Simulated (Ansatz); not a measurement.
C₃H₃AlClFO₂ (`[F][Al-]1([Cl])[O]C=CC=[O+]1`), 11 atoms. The species carries charge 0 and has multiplicity 1. All runs use 4 threads of an Arm Neoverse V1 on a shared host. Correlated methods freeze the cores.

Task: How many basis functions does each run have, and how long does it take in Ansatz? RHF-MP2/def2-QZVPP energy; RHF-MP2/def2-TZVPP energy; direct RPA on PBE orbitals/def2-TZVPP energy; RKS PBE0-D4/def2-TZVP frequencies; RHF-CCSD(T)/def2-SVP energy; RKS PBE0-D4/def2-TZVPP energy; RKS SPW92 (LDA)/def2-TZVPP energy; RKS revPBE-D4/def2-TZVPP energy; RKS ωB97M-V/def2-QZVPP energy; RKS ωB97M-V/def2-SVP energy; RKS PBE0-D4/def2-SVP energy; RKS PBE0-D4/def2-TZVP relaxation (12 steps). (Estimate.)

Result: The calculation gave: Other jobs shared the machine, so times are rough.

```json
{"level": "RKS PBE0-D4/def2-SVP", "job": "energy", "functions": "135", "wall time": "2.2 s", "peak host memory (GiB)": "0.37"}
{"level": "RKS SPW92 (LDA)/def2-TZVPP", "job": "energy", "functions": "312", "wall time": "2.3 s", "peak host memory (GiB)": "0.53"}
{"level": "RKS revPBE-D4/def2-TZVPP", "job": "energy", "functions": "312", "wall time": "3.7 s", "peak host memory (GiB)": "0.53"}
{"level": "RKS PBE0-D4/def2-TZVPP", "job": "energy", "functions": "312", "wall time": "6.5 s", "peak host memory (GiB)": "1.1"}
{"level": "RHF-MP2/def2-TZVPP", "job": "energy", "functions": "312", "wall time": "8 s", "peak host memory (GiB)": "1"}
{"level": "RKS ωB97M-V/def2-SVP", "job": "energy", "functions": "135", "wall time": "9 s", "peak host memory (GiB)": "0.53"}
{"level": "direct RPA on PBE orbitals/def2-TZVPP", "job": "energy", "functions": "312", "wall time": "12 s", "peak host memory (GiB)": "0.97"}
{"level": "RHF-CCSD(T)/def2-SVP", "job": "energy", "functions": "135", "wall time": "25 s", "peak host memory (GiB)": "0.96"}
{"level": "RKS ωB97M-V/def2-QZVPP", "job": "energy", "functions": "572", "wall time": "42 s", "peak host memory (GiB)": "3.2"}
{"level": "RHF-MP2/def2-QZVPP", "job": "energy", "functions": "572", "wall time": "49 s", "peak host memory (GiB)": "4.8"}
{"level": "RKS PBE0-D4/def2-TZVP", "job": "relaxation (12 steps)", "functions": "278", "wall time": "100 s", "peak host memory (GiB)": "1"}
{"level": "RKS PBE0-D4/def2-TZVP", "job": "frequencies", "functions": "278", "wall time": "6.5 min", "peak host memory (GiB)": "1"}
```
